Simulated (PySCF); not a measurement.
# Assigning NMR signals

Mapped SMILES: `[CH3:1][N:2]([CH3:3])[CH2:4][c:5]1[cH:6][cH:7][cH:8][cH:9][cH:10]1`; H(Xn) means a hydrogen on atom n.

In vacuum, one computed conformer, no relativistic terms, rapidly exchanging positions averaged. NMR shieldings at HF/pcSseg-1/GIAO; PBE0-D3(BJ)/def2-SVP structure; PySCF 2.14.0 with density-fitted response routines.

References, each an isolated molecule treated in the same way: 13C, 1H against TMS.

Task: Assign these signals to the numbered atoms. 13C{1H} NMR (computed): δ 148.7 (C), 136.1 (CH), 135.7 (CH), 134.0 (CH), 56.7 (CH2), 40.7 (CH3).

Result: 
| δ (ppm) | atoms | environment | reason |
| --- | --- | --- | --- |
| 148.7 | C5 | substituted aromatic carbon | – |
| 136.1 | C7/C9 | aromatic CH | the aromatic region |
| 135.7 | C6/C10 | aromatic CH | – |
| 134.0 | C8 | aromatic CH | – |
| 56.7 | C4 | sp3 CH2 bonded to N, on an aromatic ring | deshielded by the electronegative neighbour |
| 40.7 | C1/C3 | methyl carbon bonded to N | deshielded by the electronegative neighbour |

C7/C9 and C6/C10; C6/C10 and C8 lie closer than the usual error of such a calculation, so a measured spectrum could show them in the other order.

Task: Assign these signals to the numbered atoms. 1H NMR (300 MHz, computed): δ 7.66 (m, 2H), 7.49 (m, 2H), 7.37 (m, 1H), 3.08 (s, 2H), 2.02 (s, 6H).

Result: 
| δ (ppm) | atoms | environment | reason |
| --- | --- | --- | --- |
| 7.66 | H(C6)/H(C10) | hydrogen on an aromatic CH | the ring current deshields protons in the ring plane |
| 7.49 | H(C7)/H(C9) | hydrogen on an aromatic CH | – |
| 7.37 | H(C8) | hydrogen on an aromatic CH | – |
| 3.08 | H(C4) | hydrogen on an sp3 CH2 bonded to N, on an aromatic ring | its carbon carries N, which withdraws density |
| 2.02 | H(C1)/H(C3) | hydrogen on a methyl carbon bonded to N | – |

H(C7)/H(C9) and H(C8) lie closer than the usual error of such a calculation, so a measured spectrum could show them in the other order.

Shifts are as computed. Against solution values, carbons near 30 ppm lie about -0 ppm off and those near 130 ppm about +7 ppm. Of 1211 compounds with measured shifts, 218 miss one by over three times the rms of a fit or turn the order of signals round; such compounds aren't used in these exercises. No couplings were computed; multiplicities are counted from neighbouring protons, with m where these are inequivalent, close in shift, in a saturated or five-membered ring or joined by F or P, and br s for small geminal =CH2 splittings.
